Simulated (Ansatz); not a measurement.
C4H11AlO (`C[CH2][Al]([OH])[CH2]C`) at its PBE0-D4/def2-TZVP geometry, where that method's forces vanish. The species carries charge 0 and has multiplicity 1.

```xyz
17

C     1.6071    0.9001    1.2221
C     0.9809    1.4365   -0.0674
Al    0.0582    0.0958   -1.1679
O    -0.0113    0.2715   -2.8632
C    -0.8431   -1.4758   -0.4284
C    -1.8236   -1.1786    0.7104
H     2.3882    0.1624    1.0171
H     2.0660    1.6927    1.8211
H     0.8672    0.4058    1.8577
H     1.7412    1.9419   -0.6749
H     0.2522    2.2216    0.1781
H     0.4050    0.9934   -3.3306
H    -1.3546   -1.9985   -1.2437
H    -0.0751   -2.1749   -0.0711
H    -2.2684   -2.0909    1.1196
H    -1.3394   -0.6594    1.5425
H    -2.6504   -0.5438    0.3785
```

(1) What forces (eV/Å) does B3LYP-D4/def2-TZVPP give on these atoms in Ansatz 0.2.0? (Estimate.)

Results:

(1) Ansatz gave: 
```
C1   0.093 -0.074  0.209
C2  -0.066  0.134 -0.163
Al3 -0.001 -0.018  0.043
O4   0.000  0.012 -0.046
C5   0.123 -0.110 -0.161
C6  -0.154  0.034  0.186
H7  -0.032  0.032  0.013
H8  -0.016 -0.042 -0.018
H9   0.041  0.026 -0.025
H10 -0.037 -0.015  0.036
H11  0.041 -0.030 -0.010
H12  0.007  0.021 -0.067
H13  0.023  0.014  0.051
H14 -0.040  0.026 -0.019
H15  0.013  0.044 -0.010
H16 -0.027 -0.027 -0.036
H17  0.033 -0.027  0.018
```

B3LYP here is the variant with VWN-RPA as its local correlation; programs differ in this.
